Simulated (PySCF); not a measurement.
H3BO, singlet, at the geometry optimised at the base level.

The PySCF input:
```python
from pyscf import gto, scf, dft
from pyscf.hessian import thermo

mol = gto.Mole()
mol.atom = '''
    B    -0.39378739   -0.59762324    0.06280499
    H    -0.24888565   -1.30359241    0.99742151
    H    -1.17544127   -0.83674321   -0.79225218
    O     0.40031266    0.50997698    0.03705923
    H     0.19076258    1.04863595   -0.81566812
'''
mol.basis = 'sto-3g'
mol.verbose = 3
mol.nucprop = {2: {'mass': 2.0141018}}
mol.build()

mf = dft.RKS(mol)
mf.xc = 'pbe'
mf.kernel()
hess = mf.Hessian().kernel()
freq = thermo.harmonic_analysis(mf.mol, hess)
thermo.dump_normal_mode(mf.mol, freq)
th = thermo.thermo(mf, freq['freq_au'], 298.15, 101325)
print('ZPE / Eh', th['ZPE'][0])
```

**Question.** Estimate the total energy that PySCF with PBE/STO-3G, frequencies returns for this input.

**Answer.** -100.4108 Eh

**Question.** Estimate the nuclear repulsion energy that PBE/STO-3G, frequencies returns for this input.

**Answer.** 29.9923 Eh
